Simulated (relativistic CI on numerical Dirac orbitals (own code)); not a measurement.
**Slater and spin-orbit integrals, Gd⁴⁷⁺**

Method of calculation: Dirac-Coulomb-Breit CI, KLI orbitals optimised for each configuration, model QED, unscaled Slater integrals (own radial code, finite nucleus).

Slater integrals F^k, G^k are unscaled and averaged over j, outside the closed core [Ne]; ζ comes from projecting the Hamiltonian with its Breit term on Σ l·s of the shell.

- 3s²3p⁵: ζ(3p) = 938260 cm⁻¹; <r>(3p) = 0.2194, <r^2>(3p) = 0.05568 (bohr units).
- 3s²3p⁴3d: F^2(3p,3p) = 447480, ζ(3p) = 937370, F^2(3p,3d) = 450980, G^1(3p,3d) = 470410, G^3(3p,3d) = 317340, ζ(3d) = 127970 cm⁻¹; <r>(3p) = 0.2196, <r^2>(3p) = 0.05577, <r>(3d) = 0.1943, <r^2>(3d) = 0.04359 (bohr units).
- 3s3p⁵3d: G^1(3s,3p) = 566620, ζ(3p) = 937150, G^2(3s,3d) = 355780, F^2(3p,3d) = 450750, G^1(3p,3d) = 470310, G^3(3p,3d) = 317230, ζ(3d) = 128560 cm⁻¹; <r>(3s) = 0.2252, <r^2>(3s) = 0.05787, <r>(3p) = 0.2197, <r^2>(3p) = 0.05583, <r>(3d) = 0.1945, <r^2>(3d) = 0.04366 (bohr units).

Averages of the first 10 configurations, taken without configuration mixing, which lowers the lowest level and can move excited configurations by several eV; other configurations of the list can lie among them:

```
Configuration  Parity  States  Average energy above the lowest level (eV)
       3s²3p⁵     odd       6                                        67.0
        3s3p⁶    even       2                                       356.2
     3s²3p⁴3d    even     150                                       355.9
      3s3p⁵3d     odd     120                                       636.7
        3p⁶3d    even      10                                       937.0
     3s3p⁴3d²    even    1350                                       924.8
   3s²3p³3d4p    even    1200                                      2289.2
        3p⁶4s    even       2                                      2476.8
    3s3p⁴3d4s    even     600                                      2453.4
     3s²3p⁴4s    even      30                                      1892.6
```
